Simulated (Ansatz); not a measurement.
A made-up structure of BHTeF, doublet:

```csv
atom,x (Å),y (Å),z (Å)
F1,-0.0591,1.4472,-1.5035
B2,1.5223,-1.0077,0.5940
Te3,-0.1840,0.1045,-0.0536
H4,-1.6708,-0.1784,0.6984
```

It is relaxed with PBE-D4/def2-SVP and then PBE0-D4/def2-TZVP (Ansatz 0.2.0). Atoms count as bonded within 1.22 times the sum of their covalent radii (H–H: 0.88 Å). The end point is not checked to be a true minimum.

Task: Does its bonding change? (Judge from chemistry; the calculation decides.)

Result: By the calculation: Yes. Formed: B2–H4; broken: Te3–H4.

Where it ends: The first stage lowers the energy by 3.34 eV in 20 steps. It ends as BHTeF ([BH][Te][F]):
F1  (-0.485, 1.613, -1.548)
B2  (-0.051, -0.586, 0.631)
Te3  (0.895, 0.463, -0.761)
H4  (-0.751, -1.124, 1.412)
(Å)

Labels in which every atom is bracketed show which atoms are joined, not bond orders.

For scale, one of the runs: PBE0-D4/def2-TZVP relaxation, 118 basis functions, launched by `ansatz run in.yaml --threads 2 --pin off --events-out ev --progress --plain --max-ram 4352MiB`. Hardware: 2 CPU threads of an Arm Neoverse V1, shared host. Wall time about 24 s.
